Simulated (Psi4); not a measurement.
Input file for Psi4: SAPT0/jun-cc-pV(D+d)Z on H8OSi2 (a complex), monomers drawn apart or pushed together.

```
memory 2025 MB

molecule dimer {
0 1
Si   -0.64658379   -1.27137196   -0.33500503
O    -0.00731427    0.04477834    0.40323216
Si    0.95825731    1.36400106    0.28652804
H    -1.62569728   -1.88604811    0.58503120
H    -1.32245350   -0.87095975   -1.59140160
H     0.42322708   -2.24631444   -0.65035686
H     2.36420489    0.94746830    0.07460221
H     0.84921755    2.12804787    1.54658363
H     0.52712574    2.20969278   -0.85144052
--
0 1
H    -1.18159634   -0.33738533    5.02368702
H    -1.31842392   -0.43234302    5.74941052
units angstrom
symmetry c1
no_reorient
no_com
}

set {
  basis jun-cc-pV(D+d)Z
  scf_type df
  freeze_core true
}

energy('sapt0')
```

It printed:

```
[...]
==> Input File <==

--------------------------------------------------------------------------
memory 2025 MB

molecule dimer {
0 1
Si   -0.64658379   -1.27137196   -0.33500503
O    -0.00731427    0.04477834    0.40323216
Si    0.95825731    1.36400106    0.28652804
H    -1.62569728   -1.88604811    0.58503120
H    -1.32245350   -0.87095975   -1.59140160
H     0.42322708   -2.24631444   -0.65035686
H     2.36420489    0.94746830    0.07460221
H     0.84921755    2.12804787    1.54658363
H     0.52712574    2.20969278   -0.85144052
--
0 1
H    -1.18159634   -0.33738533    5.02368702
H    -1.31842392   -0.43234302    5.74941052
units angstrom
symmetry c1
no_reorient
no_com
}

set {
  basis jun-cc-pV(D+d)Z
  scf_type df
  freeze_core true
}

energy('sapt0')
--------------------------------------------------------------------------


   => Loading Basis Set <=

    Name: JUN-CC-PV(D+D)Z
    Role: ORBITAL
    Keyword: BASIS
    atoms 1, 3 entry SI         line   566 file jun-cc-pv_dpd_z.gbs
    atoms 2    entry O          line   256 file jun-cc-pv_dpd_z.gbs
    atoms 4-11 entry H          line    60 file jun-cc-pv_dpd_z.gbs

   => Loading Basis Set <=

    Name: JUN-CC-PV(D+D)Z
    Role: ORBITAL
    Keyword: BASIS
    atoms 1, 3 entry SI         line   566 file jun-cc-pv_dpd_z.gbs
    atoms 2    entry O          line   256 file jun-cc-pv_dpd_z.gbs
    atoms 4-11 entry H          line    60 file jun-cc-pv_dpd_z.gbs


  //>>>>>>>>>>>>>>>>>>>>>>>>>>>>>>>>>>>//
  //              Dimer HF             //
  //<<<<<<<<<<<<<<<<<<<<<<<<<<<<<<<<<<<//

   => Libint2 <=

    Primary   basis highest AM E, G, H:  7, 6, 3
    Auxiliary basis highest AM E, G, H:  7, 7, 4
    Onebody   basis highest AM E, G, H:  -, -, -
    Solid Harmonics ordering:            Gaussian


   => Loading Basis Set <=

    Name: JUN-CC-PV(D+D)Z
    Role: ORBITAL
    Keyword: BASIS
    atoms 1, 3 entry SI         line   566 file jun-cc-pv_dpd_z.gbs
    atoms 2    entry O          line   256 file jun-cc-pv_dpd_z.gbs
    atoms 4-11 entry H          line    60 file jun-cc-pv_dpd_z.gbs


         ---------------------------------------------------------
                                   SCF
               by Justin Turney, Rob Parrish, Andy Simmonett
                          and Daniel G. A. Smith
                              RHF Reference
                        1 Threads,   1931 MiB Core
         ---------------------------------------------------------

  ==> Geometry <==

    Molecular point group: c1
    Full point group: C1

    Geometry (in Angstrom), charge = 0, multiplicity = 1:

       Center              X                  Y                   Z               Mass
    ------------   -----------------  -----------------  -----------------  -----------------
         SI          -0.646583790000    -1.271371960000    -0.335005030000    27.976926534650
         O           -0.007314270000     0.044778340000     0.403232160000    15.994914619570
         SI           0.958257310000     1.364001060000     0.286528040000    27.976926534650
         H           -1.625697280000    -1.886048110000     0.585031200000     1.007825032230
         H           -1.322453500000    -0.870959750000    -1.591401600000     1.007825032230
         H            0.423227080000    -2.246314440000    -0.650356860000     1.007825032230
         H            2.364204890000     0.947468300000     0.074602210000     1.007825032230
         H            0.849217550000     2.128047870000     1.546583630000     1.007825032230
         H            0.527125740000     2.209692780000    -0.851440520000     1.007825032230
         H           -1.181596340000    -0.337385330000     5.023687020000     1.007825032230
         H           -1.318423920000    -0.432343020000     5.749410520000     1.007825032230

  Running in c1 symmetry.

  Rotational constants: A =      0.21866  B =      0.09806  C =      0.07144 [cm^-1]
  Rotational constants: A =   6555.31865  B =   2939.73746  C =   2141.82453 [MHz]
  Nuclear repulsion =  167.662482530459329

  Charge       = 0
  Multiplicity = 1
  Electrons    = 44
  Nalpha       = 22
  Nbeta        = 22

  ==> Algorithm <==

  SCF Algorithm Type is DF.
  DIIS enabled.
  MOM disabled.
  Fractional occupation disabled.
  Guess Type is SAD.
  Energy threshold   = 1.00e-08
  Density threshold  = 1.00e-08
  Integral threshold = 1.00e-12

  ==> Primary Basis <==

  Basis Set: JUN-CC-PV(D+D)Z
    Blend: JUN-CC-PV(D+D)Z
    Number of shells: 54
    Number of basis functions: 112
    Number of Cartesian functions: 117
    Spherical Harmonics?: true
    Max angular momentum: 2

   => Loading Basis Set <=

    Name: (JUN-CC-PV(D+D)Z AUX)
    Role: JKFIT
    Keyword: DF_BASIS_SCF
    atoms 1, 3 entry SI         line   506 file jun-cc-pvdz-jkfit.gbs
    atoms 2    entry O          line   258 file jun-cc-pvdz-jkfit.gbs
    atoms 4-11 entry H          line    70 file jun-cc-pvdz-jkfit.gbs

  ==> Integral Setup <==

  DFHelper Memory: AOs need 0.048 GiB;
[...]
    3.582829    84A      4.240146    85A      4.241752
      86A      4.402509    87A      4.441293    88A      4.442276
      89A      4.775320    90A      4.984965    91A      5.612095
      92A      5.663046    93A      6.052652    94A      6.669997
      95A      6.679752    96A      6.703448    97A      6.713919
      98A      6.717140    99A      6.725906   100A      6.728224
     101A      6.739989   102A      6.788071   103A      6.829693
     104A     14.146017   105A     14.167711   106A     14.176570
     107A     14.190367   108A     14.510119   109A     14.697140
     110A     33.438820   111A    103.645261   112A    103.685540

    Final Occupation by Irrep:
              A
    DOCC [     1 ]
    NA   [     1 ]
    NB   [     1 ]

  @DF-RHF Final Energy:    -1.12874576324442

   => Energetics <=

    Nuclear Repulsion Energy =              0.7106966918481924
    One-Electron Energy =                  -2.4967305059906395
    Two-Electron Energy =                   0.6572880508980304
    Total Energy =                         -1.1287457632444164

Computation Completed


Properties will be evaluated at   0.000000,   0.000000,   0.000000 [a0]

Properties computed using the SCF density matrix


 Multipole Moments:

 ------------------------------------------------------------------------------------
     Multipole            Electronic (a.u.)      Nuclear  (a.u.)        Total (a.u.)
 ------------------------------------------------------------------------------------

 L = 1.  Multiply by 2.5417464519 to convert [e a0] to [Debye]
 Dipole X            :          4.7241709           -4.7243536           -0.0001827
 Dipole Y            :          1.4546190           -1.4545758            0.0000432
 Dipole Z            :        -20.3578431           20.3582039            0.0003608
 Magnitude           :                                                    0.0004067

 ------------------------------------------------------------------------------------

  Constructing Basis Sets for SAPT...

   => Loading Basis Set <=

    Name: (JUN-CC-PV(D+D)Z AUX)
    Role: RIFIT
    Keyword: DF_BASIS_SAPT
    atoms 1, 3 entry SI         line   376 file jun-cc-pvdz-ri.gbs
    atoms 2    entry O          line   188 file jun-cc-pvdz-ri.gbs
    atoms 4-11 entry H          line    30 file jun-cc-pvdz-ri.gbs

   => Loading Basis Set <=

    Name: (JUN-CC-PV(D+D)Z AUX)
    Role: JKFIT
    Keyword: DF_BASIS_ELST
    atoms 1, 3 entry SI         line   506 file jun-cc-pvdz-jkfit.gbs
    atoms 2    entry O          line   258 file jun-cc-pvdz-jkfit.gbs
    atoms 4-11 entry H          line    70 file jun-cc-pvdz-jkfit.gbs


  //>>>>>>>>>>>>>>>>>>>>>>>>>>>>>>>>>>>//
  //               SAPT0               //
  //<<<<<<<<<<<<<<<<<<<<<<<<<<<<<<<<<<<//



        SAPT0
    Ed Hohenstein
     6 June 2009

      Orbital Information
  --------------------------
    NSO        =       112
    NMO        =       112
    NRI        =       347
    NRI (Elst) =       505
    NOCC A     =        21
    NOCC B     =         1
    FOCC A     =        11
    FOCC B     =         0
    NVIR A     =        91
    NVIR B     =       111

    Elst10,r            =    -0.000043503610 [Eh]
    Exch10              =     0.000001280132 [Eh]
    Exch10 (S^2)        =     0.000001280129 [Eh]

    Maxiter = 50
    CPHF R converge = 1.000000E-08

    Iter     Energy [mEh]          dE [mEh]         Residual      Time [s]
       1      -0.00018257       0.000182574     8.732999e-05             0
       2      -0.00019584       0.000013265     3.909654e-05             0
       3      -0.00020860       0.000012762     9.291721e-06             0
       4      -0.00020938       0.000000781     1.628836e-06             0
       5      -0.00020899      -0.000000392     3.055502e-07             0
       6      -0.00020902       0.000000026     6.937595e-08             0
       7      -0.00020902       0.000000005     1.166220e-08             0
       8      -0.00020902      -0.000000002     1.788583e-09             0

    CHF Iterations converged

    Maxiter = 50
    CPHF R converge = 1.000000E-08

    Iter     Energy [mEh]          dE [mEh]         Residual      Time [s]
       1      -0.00089768       0.000897678     1.479348e-04             0
       2      -0.00118163       0.000283954     1.466501e-05             0
       3      -0.00117616      -0.000005470     4.984760e-07             0
       4      -0.00117619       0.000000031     2.455478e-08             0
       5      -0.00117619      -0.000000001     2.287176e-09             0

    CHF Iterations converged

    Ind20,r (A<-B)      =    -0.000000209019 [Eh]
    Ind20,r (B<-A)      =    -0.000001176191 [Eh]
    Ind20,r             =    -0.000001385210 [Eh]
    Exch-Ind20,r (A<-B) =     0.000000006679 [Eh]
    Exch-Ind20,r (B<-A) =     0.000000041975 [Eh]
    Exch-Ind20,r        =     0.000000048655 [Eh]
    Disp20              =    -0.000054978012 [Eh]
    Disp20 (SS)         =    -0.000027489006 [Eh]
    Disp20 (OS)         =    -0.000027489006 [Eh]
    Exch-Disp20         =     0.000000111263 [Eh]
    Exch-Disp20 (SS)    =     0.000000081564 [Eh]
    Exch-Disp20 (OS)    =     0.000000029699 [Eh]

    SAPT Results
  --------------------------------------------------------------------------------------------------------
    Electrostatics                 -0.04350361 [mEh]      -0.02729893 [kcal/mol]      -0.11421871 [kJ/mol]
      Elst10,r                     -0.04350361 [mEh]      -0.02729893 [kcal/mol]      -0.11421871 [kJ/mol]

    Exchange                        0.00128013 [mEh]       0.00080329 [kcal/mol]       0.00336099 [kJ/mol]
      Exch10                        0.00128013 [mEh]       0.00080329 [kcal/mol]       0.00336099 [kJ/mol]
      Exch10(S^2)                   0.00128013 [mEh]       0.00080329 [kcal/mol]       0.00336098 [kJ/mol]

    Induction                      -0.00140708 [mEh]      -0.00088296 [kcal/mol]      -0.00369430 [kJ/mol]
      Ind20,r                      -0.00138521 [mEh]      -0.00086923 [kcal/mol]      -0.00363687 [kJ/mol]
      Exch-Ind20,r                  0.00004865 [mEh]       0.00003053 [kcal/mol]       0.00012774 [kJ/mol]
      delta HF,r (2)               -0.00007053 [mEh]      -0.00004426 [kcal/mol]      -0.00018518 [kJ/mol]

    Dispersion                     -0.05486675 [mEh]      -0.03442940 [kcal/mol]      -0.14405263 [kJ/mol]
      Disp20                       -0.05497801 [mEh]      -0.03449922 [kcal/mol]      -0.14434475 [kJ/mol]
      Exch-Disp20                   0.00011126 [mEh]       0.00006982 [kcal/mol]       0.00029212 [kJ/mol]
      Disp20 (SS)                  -0.02748901 [mEh]      -0.01724961 [kcal/mol]      -0.07217238 [kJ/mol]
      Disp20 (OS)                  -0.02748901 [mEh]      -0.01724961 [kcal/mol]      -0.07217238 [kJ/mol]
      Exch-Disp20 (SS)              0.00008156 [mEh]       0.00005118 [kcal/mol]       0.00021415 [kJ/mol]
      Exch-Disp20 (OS)              0.00002970 [mEh]       0.00001864 [kcal/mol]       0.00007797 [kJ/mol]

  Total HF                         -0.04363056 [mEh]      -0.02737859 [kcal/mol]      -0.11455203 [kJ/mol]
  Total SAPT0                      -0.09849731 [mEh]      -0.06180800 [kcal/mol]      -0.25860466 [kJ/mol]

  Special recipe for scaled SAPT0 (see Manual):
    Electrostatics sSAPT0          -0.04350361 [mEh]      -0.02729893 [kcal/mol]      -0.11421871 [kJ/mol]
    Exchange sSAPT0                 0.00128013 [mEh]       0.00080329 [kcal/mol]       0.00336099 [kJ/mol]
    Induction sSAPT0               -0.00140708 [mEh]      -0.00088296 [kcal/mol]      -0.00369430 [kJ/mol]
    Dispersion sSAPT0              -0.05486675 [mEh]      -0.03442940 [kcal/mol]      -0.14405263 [kJ/mol]
  Total sSAPT0                     -0.09849731 [mEh]      -0.06180800 [kcal/mol]      -0.25860466 [kJ/mol]
  --------------------------------------------------------------------------------------------------------



*** Psi4 exiting successfully. Buy a developer a beer!
```

The run finished.

Cost: around 5 core-seconds (rough).
